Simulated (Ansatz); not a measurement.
`[OH][GeH2][NH][SiH](O)F` and `C[Si@H](O)N[Si@@H](O)F` differ in one atom or group.

Ansatz, PBE0-D4/def2-TZVP geometries, multiplicity 1. Each molecule was computed in one conformer, which needn't be the lowest.

Scalar relativity is left out up to krypton.

```tsv
property	`[OH][GeH2][NH][SiH](O)F`
HOMO energy (ωB97M-V/def2-TZVPP) / eV	-10.38
size of the dipole moment (B3LYP/def2-TZVPP) / D	4.01
LUMO energy (PBE/def2-TZVPP) / eV	-0.88
LUMO energy (B3LYP/def2-TZVPP) / eV	-0.32
HOMO energy (PBE/def2-TZVPP) / eV	-6.62
HOMO energy (B3LYP/def2-TZVPP) / eV	-7.79
```

(1) Give the same properties after the change, and the shifts. (Estimate.)

Answers

(1) Ansatz gave: 
| property | `C[Si@H](O)N[Si@@H](O)F` | shift |
| --- | --- | --- |
| HOMO energy (ωB97M-V/def2-TZVPP) / eV | -10.43 | -0.05 |
| size of the dipole moment (B3LYP/def2-TZVPP) / D | 0.99 | -3.02 |
| LUMO energy (PBE/def2-TZVPP) / eV | -0.33 | 0.55 |
| LUMO energy (B3LYP/def2-TZVPP) / eV | 0.20 | 0.52 |
| HOMO energy (PBE/def2-TZVPP) / eV | -6.63 | -0.01 |
| HOMO energy (B3LYP/def2-TZVPP) / eV | -7.82 | -0.03 |

Dipoles are sizes alone; their direction can turn.

B3LYP here is the variant with VWN-RPA as its local correlation; programs differ in this.
